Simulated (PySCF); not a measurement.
PbBr2, SMILES [Pb]([Br])[Br] (connectivity only; charge and spin as stated), neutral, multiplicity 1.

Geometry optimised at r2SCAN-D4/def2-SVP. The isomer is the one that the SMILES or the coordinates give; other isomers of the formula were not compared. The def2 effective core potentials stand for the cores of Pb; spin–orbit coupling is left out.

Level of theory: HF/def2-TZVPD in PySCF.

The total energy comes out as -5336.79924 hartree, the point group is C2v and the highest occupied level is -10.15 eV. The lowest empty level is -0.75 eV, the orbital gap comes out as 9.41 eV and the dipole moment is 4.94 D. The quadrupole, principal values (traceless, Buckingham form, about the centre of nuclear charge) comes out as -13.47, 4.87, 8.59 D·Å and the mean static polarisability comes out as 87.9 bohr³ (13.03 Å³). The polarisability, principal values is 62.8, 88.2, 112.9 bohr³.
